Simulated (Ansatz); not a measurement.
cyclo-(H2SnNH)2 (Sn2N2H6), relaxed as a singlet with RKS B3LYP-D4/def2-SVP in Ansatz, starting from the GFN2-xTB geometry. Force threshold 0.02 eV/Å.

In the def2 sets Sn takes a core potential; there is no spin–orbit coupling.

Start:

```xyz
10

Sn    0.6043   -0.9119    1.0395
H     2.1412   -0.7201    1.6450
H    -0.2138   -2.2392    1.7086
N    -0.3439    0.8822    0.9799
Sn   -0.5390    0.9521   -1.0401
H    -2.0922    0.8252   -1.7106
H     0.3348    2.2302   -1.6481
N     0.6300   -0.7097   -0.9837
H    -1.0529    1.1742    1.6319
H     0.5314   -1.4830   -1.6223
```

| step | energy (eV) | largest force component (eV/Å) | SCF passes |
| --- | --- | --- | --- |
| 1 | -14740.8843 | 0.880 | 14 |
| 2 | -14741.0107 | 0.356 | 20 |
| 3 | -14741.0461 | 0.129 | 19 |
| 4 | -14741.0512 | 0.040 | 20 |
| 5 | -14741.0513 | 0.069 | 20 |
| 6 | -14741.0516 | 0.002 | 21 |

Force components are those of the run's own axes.

End:

```tsv
atom	x (Å)	y (Å)	z (Å)
Sn1	0.6220	-0.9339	1.0655
H2	2.1751	-0.9041	1.8113
H3	-0.3223	-2.2564	1.6693
N4	-0.3015	0.9131	0.9841
Sn5	-0.5488	0.9775	-1.0666
H6	-2.1561	0.7373	-1.6701
H7	0.1843	2.3461	-1.8142
N8	0.6760	-0.6871	-0.9872
H9	-0.9732	1.2601	1.6642
H10	0.6445	-1.4527	-1.6564
```

By distances, no bond broke or formed. The bond that changes most is Sn1–H2, from 1.66 to 1.72 Å (atoms count from 1).

No frequencies were taken in this run, so the end may be a saddle point.

It took 11 s on 4 threads of Arm Neoverse V1 on a shared host.
